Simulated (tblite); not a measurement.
**Question.** Write Cartesian coordinates for `O(C(/C=C/O[SiH3])=O)[SiH2]NC` as optimised with GFN2-xTB.

**Answer.** 
```xyz
21
C4H11NO3Si2 angstrom
C     -4.377    0.165   -0.619
N     -2.949    0.096   -0.407
Si    -2.174    0.620    1.024
O     -0.530    0.605    0.779
C      0.163   -0.432    0.335
O     -0.350   -1.488    0.041
C      1.596   -0.150    0.239
C      2.450   -1.082   -0.193
O      3.758   -0.953   -0.332
Si     4.790    0.298   -0.076
H     -4.753    1.076   -0.160
H     -4.911   -0.684   -0.180
H     -4.592    0.195   -1.688
H     -2.535   -0.698   -0.878
H     -2.384    2.052    1.186
H     -2.427   -0.146    2.250
H      1.923    0.837    0.527
H      2.080   -2.064   -0.472
H      6.018   -0.351   -0.502
H      4.412    1.444   -0.902
H      4.783    0.676    1.336
```

Orientation and origin are arbitrary. Atoms count from 1 in this order. N2 (silicon-bound nitrogen) has angles 123.8°, 116.4° and 111.9°, sum 352.1°, 0.22 Å off the plane of its three neighbours. Si10 (oxygen-bound silicon) is distorted tetrahedral (angles from 98.4° to 113.8°). Si3 (oxygen-bound silicon) is distorted tetrahedral (angles from 99.6° to 117.5°). The 2 O–Si bonds span 1.641 Å (O9–Si10, drawn single) to 1.662 Å (Si3–O4, drawn single), a spread of 0.021 Å.

Bonds between heavy atoms (Å): C1–N2 1.445, N2–Si3 1.710, Si3–O4 1.662, O4–C5 1.324, C5=O6 1.210, C5–C7 1.464, C7=C8 1.336, C8–O9 1.322, O9–Si10 1.641.

The geometry is computed with GFN2-xTB (gas phase).

Point group: C1 (no symmetry element, even within 0.4 Å). Its GFN2-xTB frequencies are all real (lowest 20 cm⁻¹). One conformer, not necessarily the lowest (C1–N2–Si3–O4 -171°, N2–Si3–O4–C5 -53°, Si3–O4–C5–O6 1°, O4–C5–C7–C8 180°, C7–C8–O9–Si10 -1°).
